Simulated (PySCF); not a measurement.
Isomers of C7H4ClFO, one conformer each; single-point electronic energies without zero-point terms and without any empirical dispersion term.

All values: PBE0/def2-SVPD (PySCF, non-relativistic), each on one gas-phase PBE0-D3(BJ)/def2-SVP geometry that isn't relaxed in the solvent. The solvent is an IEF-PCM continuum (van der Waals radii × 1.2). The model holds no explicit solvent molecules, cavitation or dispersion.

| isomer | relative energy, gas (kcal/mol) | dipole (D) |
| --- | --- | --- |
| `c1(ccc(C(=O)Cl)cc1)F` | 0.0 | 2.58 |
| `O=C(Cl)c1cccc(F)c1` | 1.3 | 3.07 |

Task: How do the relative energies look in chloroform (ε = 4.711)?

Result: 
| isomer | relative energy, solvent (kcal/mol) | E(solvent) − E(gas) (kcal/mol) | dipole in solvent (D) |
| --- | --- | --- | --- |
| `c1(ccc(C(=O)Cl)cc1)F` | 0.0 | -3.4 | 3.22 |
| `O=C(Cl)c1cccc(F)c1` | 1.4 | -3.3 | 3.80 |

The order is unchanged. Conformers: `[O:1]=[C:2]([Cl:3])[c:4]1[cH:5][cH:6][c:7]([F:8])[cH:9][cH:10]1` with O1–C2–C4–C5 -179°; `[O:1]=[C:2]([Cl:3])[c:4]1[cH:5][cH:6][cH:7][c:8]([F:9])[cH:10]1` with O1–C2–C4–C5 0°. The gains span 0.1 kcal/mol, the gas-phase energies 1.3 kcal/mol.
